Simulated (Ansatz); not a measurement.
```yaml
crystal:
  periodic: [false, false, false]
  atoms:
    - {symbol: F, position_ang: [-3.483005, 0.260092, -0.070416]}
    - {symbol: C, position_ang: [-2.247756, 0.480593, -0.579407]}
    - {symbol: F, position_ang: [-2.208906, -0.046496, -1.821680]}
    - {symbol: C, position_ang: [-1.246195, -0.205861, 0.314250]}
    - {symbol: O, position_ang: [0.041665, 0.176616, -0.153554]}
    - {symbol: C, position_ang: [1.086381, -0.387691, 0.466473]}
    - {symbol: F, position_ang: [1.084853, -1.730230, 0.353246]}
    - {symbol: F, position_ang: [1.101312, -0.117539, 1.788249]}
    - {symbol: C, position_ang: [2.389709, 0.160592, -0.163496]}
    - {symbol: F, position_ang: [2.447336, 1.478186, -0.020255]}
    - {symbol: F, position_ang: [3.439021, -0.381917, 0.439657]}
    - {symbol: F, position_ang: [2.435644, -0.135752, -1.454188]}
    - {symbol: H, position_ang: [-2.081894, 1.559453, -0.658273]}
    - {symbol: H, position_ang: [-1.395495, 0.126542, 1.343833]}
    - {symbol: H, position_ang: [-1.384370, -1.287387, 0.244860]}
basis:
  gaussian: {orbitals: STO-3G, fitting: {mean_field: cc-pVTZ-jkfit}}
hamiltonian: {xc: {name: HF}}
correlation: {active_space: {window: {electrons: 6, orbitals: 2}}}
output: {forces: true}
```

```sh
$ ansatz run in.yaml --threads 4 --pin off --events-out ev --progress --plain --max-ram 46080MiB --backend cpu
```

It prints (some lines left out):

```
Functional definition: HF
1038 factors; integrals over basis functions are off by at most 8.1e-4 eV
mean field evaluation 1: about -24789.9535 eV, gradient 6.2e1 eV
mean field evaluation 2: about -24801.7236 eV, gradient 1.9e1 eV
mean field evaluation 4: about -24802.8161 eV, gradient 5.7e-1 eV
mean field -24802.81858284 eV, -911.4867709649 hartree, gradient 7.6e-7 eV, S^2 0.000000; 0 other end points of the search recorded, 0 dependent functions left out
reference -24802.81858284 eV, -911.4867709649 hartree; 49, 49 occupied and 14, 14 virtual orbitals, 1038 factors
Error: 6 electrons in 2 orbitals form no window around the highest filled level of the reference
```

(1) What is wrong with this run?

Results:

(1) The active space doesn't fit the electrons. The run stopped with an error.
